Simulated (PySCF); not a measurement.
Molfile (atoms numbered from 1):
```
C6H11NO
     RDKit          3D

 19 18  0  0  0  0  0  0  0  0999 V2000
    2.5638    0.8277   -0.3132 C   0  0  0  0  0  0  0  0  0  0  0  0
    1.1509    0.7677    0.2521 C   0  0  0  0  0  0  0  0  0  0  0  0
    0.5157   -0.6181    0.0551 C   0  0  1  0  0  0  0  0  0  0  0  0
    1.2405   -1.6157    0.8046 C   0  0  0  0  0  0  0  0  0  0  0  0
    1.8140   -2.3952    1.4132 N   0  0  0  0  0  0  0  0  0  0  0  0
   -0.9576   -0.6293    0.4863 C   0  0  0  0  0  0  0  0  0  0  0  0
   -1.6757    0.2157   -0.3793 O   0  0  0  0  0  0  0  0  0  0  0  0
   -3.0417    0.2896   -0.0660 C   0  0  0  0  0  0  0  0  0  0  0  0
    2.9843    1.8202   -0.1708 H   0  0  0  0  0  0  0  0  0  0  0  0
    2.5612    0.6069   -1.3788 H   0  0  0  0  0  0  0  0  0  0  0  0
    3.2063    0.1052    0.1865 H   0  0  0  0  0  0  0  0  0  0  0  0
    1.1696    1.0045    1.3188 H   0  0  0  0  0  0  0  0  0  0  0  0
    0.5119    1.4960   -0.2495 H   0  0  0  0  0  0  0  0  0  0  0  0
    0.5593   -0.8842   -1.0078 H   0  0  0  0  0  0  0  0  0  0  0  0
   -1.3573   -1.6555    0.4374 H   0  0  0  0  0  0  0  0  0  0  0  0
   -1.0485   -0.2798    1.5274 H   0  0  0  0  0  0  0  0  0  0  0  0
   -3.4889    0.9690   -0.7882 H   0  0  0  0  0  0  0  0  0  0  0  0
   -3.5209   -0.6941   -0.1416 H   0  0  0  0  0  0  0  0  0  0  0  0
   -3.1968    0.6787    0.9478 H   0  0  0  0  0  0  0  0  0  0  0  0
  1  2  1  0
  2  3  1  0
  3  4  1  0
  4  5  3  0
  3  6  1  0
  6  7  1  0
  7  8  1  0
  1  9  1  0
  1 10  1  0
  1 11  1  0
  2 12  1  0
  2 13  1  0
  3 14  1  6
  6 15  1  0
  6 16  1  0
  8 17  1  0
  8 18  1  0
  8 19  1  0
M  END
```

Geometry: GFN2-xTB; GIAO absolute shieldings from PySCF, gas phase, non-relativistic, averaged over equivalent atoms.

At PBE0/6-311G** (210 basis functions, 36 s wall time on 1 thread of an Arm Neoverse V1, shared host):
```csv
atoms,σ (ppm)
C4,67.5
C6,112.9
C8,130.0
C3,154.7
C2,161.6
C1,175.8
N5,-28.1
O7,311.8
H15,28.29
H17/H18/H19,28.52
H16,28.73
H14,29.55
H13,29.84
H12,30.71
H9/H10/H11,30.87
```

Q: Predict the values at PBE0/6-31++G** on the same geometry.

A: 
| atoms | σ at PBE0/6-31++G** | change |
| --- | --- | --- |
| C4 | 85.4 | +17.9 |
| C6 | 123.5 | +10.6 |
| C8 | 139.6 | +9.6 |
| C3 | 163.0 | +8.3 |
| C2 | 170.7 | +9.1 |
| C1 | 184.1 | +8.3 |
| N5 | 10.6 | +38.7 |
| O7 | 313.8 | +2.0 |
| H15 | 28.07 | -0.22 |
| H17/H18/H19 | 28.26 | -0.26 |
| H16 | 28.47 | -0.26 |
| H14 | 29.26 | -0.29 |
| H13 | 29.50 | -0.34 |
| H12 | 30.43 | -0.28 |
| H9/H10/H11 | 30.65 | -0.22 |

The largest change is at N5 (nitrile nitrogen). Cost: 210 basis functions, 38 s wall time on 1 thread of an Arm Neoverse V1, shared host. The order of the carbon signals is the same at both levels.
